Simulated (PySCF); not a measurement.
Work out the structure from these simulated measurements.

Elements present: C, F and H. Monoisotopic mass: 134.0343 u.

| Quantity | Value |
| --- | --- |
| Dipole | 1.55 D [CAM-B3LYP/def2-SVPD] |
| Valence photoelectron | vertical ionisation energy: 8.32 eV [ΔSCF CAM-B3LYP/def2-SVPD] |
| 1H NMR | chemical shifts (computed TMS as zero) by class: 7.32 (1 H), 6.07 (1 H), 5.68 (1 H), 5.58 (1 H), 5.55 (1 H) ppm [GIAO PBE0/pcSseg-1] |
| 13C NMR | chemical shifts (computed TMS as zero) by class: 162.7 (1 C), 142.0 (1 C), 137.3 (1 C), 136.7 (1 C), 129.8 (1 C), 117.7 (1 C) ppm [GIAO PBE0/pcSseg-1] |
| Rotational structure | rotational constants A, B, C: 4.413, 0.766, 0.653 GHz [PBE0-D3(BJ)/def2-SVP] |
| UV, first state | lowest singlet excitation: 4.88 eV (254 nm, f = 1.007) [TDDFT CAM-B3LYP/def2-SVPD] |
| Couplings | largest of the computed one-bond spin–spin couplings (means over like bonds): 19F–13C -379.1, 19F–13C -370.3, 19F–13C -305.5, 13C–1H +171.9, 13C–1H +166.4, 13C–1H +166.3, 13C–1H +165.3, 13C–1H +162.6 Hz [B3LYP/pcJ-1, spin–dipole term left out for some pairs] |
| Polarisability | 91.6 au [CAM-B3LYP/def2-SVPD] |
| NMR, other nuclei | isotropic shieldings of nuclei other than C and H, by class: 279 (1 F), 292 (1 F), 368 (1 F) ppm [GIAO PBE0/pcSseg-1] |
| Triplet | lowest triplet excitation (Tamm–Dancoff): 2.48 eV [TDA CAM-B3LYP/def2-SVPD] |

The electronic properties come from PySCF, for the isolated species, density fitting. Levels stand in brackets. The structure is a single PBE0-D3(BJ)/def2-SVP conformer in the gas phase; no vibrational or solvent corrections. Each NMR value is the plain mean over a class of atoms that symmetry, rotation or inversion makes alike.

Q: Which formula fits the mass and the elements?

A: C6H5F3 (calculated 134.0343). No other formula that holds each of these elements comes within 0.0003 u with a fitting electron parity and a possible valence count.

Q: What is the compound? Reason from the data.

A: Numbering: `[CH2:1]=[CH:2]/[CH:3]=[CH:4]\[C:5]([F:6])=[C:7]([F:8])[F:9]`. Its formula, C6H5F3, gives 3 degrees of unsaturation: 0 rings and 3 π bonds in the structure found. 6 carbons fall into 6 classes; from least to most shielded: =CF2 carbon [C7] (162.7 ppm), alkene CH carbon [C2] (142.0 ppm), vinylic C–F carbon [C5] (137.3 ppm), alkene CH carbon [C3] (136.7 ppm), terminal =CH2 carbon [C1] (129.8 ppm), alkene CH carbon [C4] (117.7 ppm). Hydrogen classes from least to most shielded: 1 H on an alkene CH carbon, C2 (7.32 ppm), 1 H on an alkene CH carbon, C3 (6.07 ppm), 1 H on an alkene CH carbon, C4 (5.68 ppm), 1 H on a terminal =CH2 carbon, C1 (5.58 ppm), 1 H on a terminal =CH2 carbon, C1 (5.55 ppm). The other shieldings belong to: 279 ppm, vinyl fluorine [F8]; 292 ppm, vinyl fluorine [F9]; 368 ppm, vinyl fluorine [F6]. The couplings run between: -379.1 Hz, vinyl fluorine [F8] and =CF2 carbon [C7]; -370.3 Hz, vinyl fluorine [F9] and =CF2 carbon [C7]; -305.5 Hz, vinyl fluorine [F6] and vinylic C–F carbon [C5]; +171.9 Hz, terminal =CH2 carbon [C1] and its hydrogen; +166.4 Hz, alkene CH carbon [C2] and its hydrogen; +166.3 Hz, alkene CH carbon [C4] and its hydrogen; +165.3 Hz, terminal =CH2 carbon [C1] and its hydrogen; +162.6 Hz, alkene CH carbon [C3] and its hydrogen. S1 is mainly HOMO→LUMO (weight 0.99); the largest Löwdin shares of the orbital it empties are 0.16 on an alkene CH carbon, 0.15 on the terminal =CH2 carbon, 0.15 on an alkene CH carbon and 0.14 on the =CF2 carbon, of the orbital it fills 0.18 on the terminal =CH2 carbon, 0.18 on an alkene CH carbon, 0.17 on an alkene CH carbon and 0.13 on the =CF2 carbon. By its constants the optimised geometry is an asymmetric top. Structure: `C=C/C=C\C(F)=C(F)F`. Computed isomers that give other values at the same levels: `C#C[C@H](C)C(F)=C(F)F` (rotational constant A: 2.134 GHz; this holds for the one conformer computed). The assignments are read from this structure; whether some other isomer fits the data as well wasn't checked.

Conformer computed: `[CH2:1]=[CH:2]/[CH:3]=[CH:4]\[C:5]([F:6])=[C:7]([F:8])[F:9]`: C1–C2–C3–C4 180°, C3–C4–C5–F6 -1°.
